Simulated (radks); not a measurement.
Sm II, 61 electrons, occupied as [Xe] 4f6 5f1 (not the ground configuration). Method: Dirac Kohn-Sham, BLYP, spin-unpolarised, spherical densities, finite nucleus; open shells fill j = l - 1/2 first; Fermi nuclear charge, rms radius 5.0819 fm; computed with a radial shooting solver on a logarithmic mesh with Libxc functionals.

Spin-orbit splittings of the eigenvalues, e(l+1/2) - e(l-1/2), with zeta = 2 splitting/(2l+1) and mean radii in bohr:

shell  occ.  splitting (eV)  zeta (eV)  <r> j=l-1/2  <r> j=l+1/2
2p        6           603.1      402.1      0.08072      0.08735
3p        6           122.1      81.39       0.2442       0.2569
3d       10           26.52      10.61       0.2286       0.2326
4p        6               ?          ?       0.5934       0.6225
4d       10           4.785      1.914       0.6653       0.6757
5p        6           3.565      2.377        1.588        1.682

Estimate the 4p splitting.

Answer. 26.81 eV (zeta = 17.88 eV).
